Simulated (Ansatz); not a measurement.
Constitutional and geometric isomers with formula CH8Si3. All species are isolated molecules in the gas phase. One relaxed conformer stands for each flexible species; it need not be the lowest. Strings in code marks are SMILES.

Quantity: vertical ionisation energy (energy after one electron is removed minus that of the parent at the parent's geometry), in eV. The restricted reference of `C[SiH2][SiH]=[SiH2]` and `C[Si](=[SiH2])[SiH3]` is unstable towards unrestricted orbitals.

A: `C[SiH2][SiH]=[SiH2]` (C–Si–Si–Si torsion 105°)
B: `C[Si](=[SiH2])[SiH3]`
C: `[SiH3][Si@@H]1C[SiH2]1`

Problem. Rank these by vertical ionisation energy (energy after one electron is removed minus that of the parent at the parent's geometry) (lowest first), as frozen-core CCSD(T)/cc-pVTZ // PBE0-D3(BJ)/def2-TZVP (Ansatz, an electronic-structure program) gives it.

Solution. B (7.57 eV), A (7.80 eV), C (8.57 eV)
